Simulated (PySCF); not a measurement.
This script is equivalent to a calculation on Ga³⁺ (gallium, charge +3).

```python
from pyscf import gto, scf, dft, mp, cc
import basis_set_exchange as bse
txt = bse.get_basis("cc-pVTZ-PP", elements=["Ga"], fmt="nwchem", header=False)
cut = txt.index("\nECP")
mol = gto.M(atom="Ga 0 0 0", charge=3, spin=0, symmetry="D2h",
            basis=gto.basis.parse(txt[:cut]),
            ecp={"Ga": gto.basis.parse_ecp(txt[cut:])})
mf = dft.UKS(mol, xc="R2SCAN")
mf.irrep_nelec = {'Ag': (3, 3), 'B1g': (1, 1), 'B2g': (1, 1), 'B3g': (1, 1), 'B1u': (1, 1), 'B2u': (1, 1), 'B3u': (1, 1)}
mf.kernel()
```

Task: What total energy does it give?

Result: -257.216 hartree (calculated).

Task: Which occupied shell lies highest, and where?

Result: 3d, at -53.032 eV.

Energies and moments cover only the electrons outside the core potential.
